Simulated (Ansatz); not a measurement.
Geometry optimisation, RKS PBE-D4/6-31G* in Ansatz 0.2.0.

Input file:

```yaml
crystal:
  periodic: [false, false, false]
  atoms:
    - { symbol: B, position_ang: [-0.075429, 0.658513, -0.50517] }
    - { symbol: Cl, position_ang: [0.093671, 0.111103, 2.512801] }
    - { symbol: C, position_ang: [1.3133, -0.02669, -0.811191] }
    - { symbol: H, position_ang: [1.240509, -1.121532, -0.948663] }
    - { symbol: H, position_ang: [1.732521, 0.398984, -1.7463] }
    - { symbol: H, position_ang: [2.061284, 0.167272, -0.020995] }
    - { symbol: "N", position_ang: [-1.300756, 0.042029, -0.793145] }
    - { symbol: H, position_ang: [-1.371983, -0.917746, -1.135214] }
    - { symbol: H, position_ang: [-2.207252, 0.473237, -0.616418] }
    - { symbol: H, position_ang: [-0.144153, 1.792379, -0.104891] }
    - { symbol: H, position_ang: [-0.13391, 1.07225, 1.604684] }
basis:
  gaussian: { orbitals: "6-31G*" }
hamiltonian:
  xc: pbe
  dispersion: d4
relax:
  f_tol: 0.03
  max_steps: 50
```

Launched with:

```bash
$ ansatz run input.yaml --threads 1 --pin off --max-ram 2048MiB --backend cpu --events-out ev --progress --plain --runs-dir out
```

**Question.** Where does it end, and by what steps?

**Answer.** It converged. After 14 steps the energy has fallen by 0.114 eV; Cl2 moved furthest, 0.86 Å.

```
step  energy less start (eV)  largest force component (eV/Å)  accepted
   0                  0.0000                           0.610       yes
   1                 -0.0479                           0.696       yes
   2                 -0.0633                           0.832       yes
   3                 -0.0786                           0.694       yes
   4                 -0.0946                           0.392       yes
   5                 -0.1054                           0.316       yes
   6                 -0.1076                           0.243       yes
   7                 -0.1109                           0.101       yes
   8                 -0.1107                           0.135        no
   9                 -0.1122                           0.044       yes
  10                 -0.1125                           0.110       yes
  11                 -0.1125                           0.103       yes
  12                 -0.1123                           0.148        no
  13                 -0.1134                           0.043       yes
  14                 -0.1137                           0.011       yes
```

```xyz
11
Properties=species:S:1:pos:R:3
B -0.077 0.533 -0.537
Cl 0.020 0.789 3.029
C 1.312 -0.076 -0.957
H 1.240 -1.006 -1.548
H 1.896 0.657 -1.545
H 1.925 -0.292 -0.062
N -1.308 -0.051 -0.852
H -1.390 -0.915 -1.388
H -2.206 0.332 -0.566
H -0.134 1.573 0.103
H -0.070 1.108 1.759
```

Whether the end is a true minimum wasn't checked by a vibrational analysis.

The run took 41 s on 1 thread of Arm Neoverse V2 (shared host), peak memory 0.14 GiB.
